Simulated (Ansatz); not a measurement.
`N[CH2][InH2]` + `CB[TeH]` → `[InH2][BH][TeH]` + `CCN`  (formal exchange of groups at the In–C bond)

Calculated with Ansatz (gas phase, PBE0-D4/def2-TZVP geometries, no zero-point term in ΔE). CCSD(T)/CBS is the MP2 limit (def2-TZVPP, def2-QZVPP) plus CCSD(T) − MP2 in def2-TZVPP, frozen cores. DFT in def2-TZVPP. Elements past krypton have def2 core potentials. For In, Te outer-core shells are correlated without core-valence functions, which leaves a few kJ/mol of doubt a bond. Each species was taken in one conformer, which may not be the lowest.

Task: Is it downhill or uphill in electronic energy at CCSD(T)/CBS, and by how much? (Best estimate.)

Result: The calculation gave: Nearly level: ΔE = -1.3 kJ/mol.

Task: What do these levels give: PBE-D4, r2SCANh-D4, r2SCAN0-D4, revPBE, BLYP, PBE0, r2SCAN0, BHLYP, HF/def2-TZVPP, CCSD/def2-TZVPP, CCSD(T)/def2-TZVPP, HF/def2-QZVPP? (Best estimate.)

Result: Computed: PBE-D4 -0.1, r2SCANh-D4 0.6, r2SCAN0-D4 -0.1, revPBE -0.3, BLYP 4.5, PBE0 -1.3, r2SCAN0 -0.2, BHLYP 1.8, HF/def2-TZVPP -1.6, CCSD/def2-TZVPP -2.3, CCSD(T)/def2-TZVPP -2.8, HF/def2-QZVPP -1.3 kJ/mol.

Task: What do rigid-rotor, harmonic-oscillator terms from PBE0-D4/def2-TZVP frequencies (298.15 K, 1 bar) make of the CCSD(T)/CBS value? (An estimate is asked.)

Result: Computed: ΔZPE = +7.3 kJ/mol, ΔH = +5.0 kJ/mol, ΔS = -10 J/(mol·K), ΔG = +8.0 kJ/mol.

Largest T1 diagnostic among the species: 0.016.

At CCSD(T), def2-SVP lies −8.8 kJ/mol from the extrapolated value and def2-TZVPP −1.5 kJ/mol. Leaving LDA and LC-ωPBE aside and taking each functional with its dispersion term where it has one, the values, not all of them listed here, spread over 6.9 kJ/mol, from PBE-QIDH to BLYP-D4.
